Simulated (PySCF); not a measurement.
gallium atom (Ga), doublet; SCAN/def2-TZVP (PySCF).

PySCF was given this input:
```python
from pyscf import gto, scf, dft

mol = gto.Mole()
mol.atom = '''
    Ga    0.00000000    0.00000000    0.00000000
'''
mol.basis = 'def2-tzvp'
mol.spin = 1
mol.verbose = 4
mol.build()

mf = dft.UKS(mol)
mf.xc = 'scan'
mf.grids.radi_method = dft.radi.mura_knowles
mf.kernel()
```

It wrote (shortened):

```
PySCF version 2.14.0

[INPUT] verbose = 4
[INPUT] num. atoms = 1
[INPUT] num. electrons = 31
[INPUT] charge = 0
[INPUT] spin (= nelec alpha-beta = 2S) = 1
[INPUT] symmetry False subgroup None
[INPUT] Mole.unit = angstrom
[INPUT] Symbol           X                Y                Z      unit          X                Y                Z       unit  Magmom
[INPUT]  1 Ga     0.000000000000   0.000000000000   0.000000000000 AA    0.000000000000   0.000000000000   0.000000000000 Bohr   0.0

nuclear repulsion = 0
number of shells = 16
number of NR pGTOs = 100
number of NR cGTOs = 48
basis = def2-tzvp
ecp = {}

******** <class 'pyscf.dft.uks.UKS'> ********
method = UKS
initial guess = minao
damping factor = 0
level_shift factor = 0
DIIS = <class 'pyscf.scf.diis.CDIIS'>
diis_start_cycle = 1
diis_space = 8
diis_damp = 0
SCF conv_tol = 1e-09
SCF conv_tol_grad = None
SCF max_cycles = 50
direct_scf = True
direct_scf_tol = 1e-13
number electrons alpha = 16  beta = 15
XC library pyscf.dft.libxc version 7.1.2
    S. Lehtola, C. Steigemann, M. J. T. Oliveira, and M. A. L. Marques,  SoftwareX 7, 1–5 (2018)
XC functionals = scan
    J. Sun, A. Ruzsinszky, and J. P. Perdew,  Phys. Rev. Lett. 115, 036402 (2015)
    J. Sun, A. Ruzsinszky, and J. P. Perdew,  Phys. Rev. Lett. 115, 036402 (2015)
radial grids: Mura-Knowles [JCP 104, 9848 (1996); DOI:10.1063/1.471749] log3 quadrature radial grids
becke partition: Becke, JCP 88, 2547 (1988); DOI:10.1063/1.454033
pruning grids: <function nwchem_prune>
grids dens level: 3
symmetrized grids: False
atomic radii adjust function: <function treutler_atomic_radii_adjust>
small_rho_cutoff = 0
Set gradient conv threshold to 3.16228e-05
tot grids = 18744
init E= -1924.41707326143

cycle= 1 E= -1924.91872325563  delta_E= -0.502  |g|= 0.489  |ddm|= 0.712
cycle= 2 E= -1924.88419984654  delta_E= 0.0345  |g|= 0.687  |ddm|= 0.501
cycle= 3 E= -1924.95537026241  delta_E= -0.0712  |g|= 0.00548  |ddm|= 0.281
cycle= 4 E= -1924.95541086441  delta_E= -4.06e-05  |g|= 0.00208  |ddm|= 0.0151
cycle= 5 E= -1924.95541524765  delta_E= -4.38e-06  |g|= 0.000734  |ddm|= 0.00755
cycle= 6 E= -1924.95541646207  delta_E= -1.21e-06  |g|= 0.000309  |ddm|= 0.00439
cycle= 7 E= -1924.95541737395  delta_E= -9.12e-07  |g|= 0.000108  |ddm|= 0.00631
cycle= 8 E= -1924.95541752194  delta_E= -1.48e-07  |g|= 1.9e-05  |ddm|= 0.00331
cycle= 9 E= -1924.95541752649  delta_E= -4.55e-09  |g|= 6.89e-06  |ddm|= 0.000666
cycle= 10 E= -1924.95541752682  delta_E= -3.28e-10  |g|= 5.08e-06  |ddm|= 7.76e-05
Extra cycle  E= -1924.95541752701  delta_E= -1.88e-10  |g|= 4.11e-06  |ddm|= 5.45e-05
converged SCF energy = -1924.95541752701  <S^2> = 0.75563357  2S+1 = 2.0056257
```
